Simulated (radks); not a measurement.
Values are calculated unless marked as measured or tabulated.
Coulomb parameter of the 5d shell of neutral rhenium in the model configuration [Xe] 4f14 5d3 6s2 6p2, as a second difference U = [E(n + 0.5) + E(n - 0.5) - 2 E(n)] / (0.5)^2 with all orbitals relaxed. "Bare": the charge of the atom changes with n. "Screened": the 6p shell takes up the change at fixed total charge, which measures U(5d,5d) + U(6p,6p) - 2 U(5d,6p). Code: a radial shooting solver on a logarithmic mesh with Libxc functionals. Model: scalar-relativistic Kohn-Sham, PBEsol, spin-unpolarised, spherical densities, finite nucleus; Fermi nuclear charge, rms radius 5.3698 fm.

case                       configuration  E - E(n) (eV)
start              [Xe] 4f14 5d3 6s2 6p2          0.000
bare +0.5        [Xe] 4f14 5d3.5 6s2 6p2         -4.726
bare -0.5        [Xe] 4f14 5d2.5 6s2 6p2          6.992
screened +0.5  [Xe] 4f14 5d3.5 6s2 6p1.5         -3.865
screened -0.5  [Xe] 4f14 5d2.5 6s2 6p2.5          4.414

U(bare) = 9.064 eV, U(screened by 6p) = 2.198 eV, against the Slater integral F0(5d,5d) = 14.263 eV with frozen orbitals. The step up makes a negative ion, whose loosely bound charge lowers the bare value.
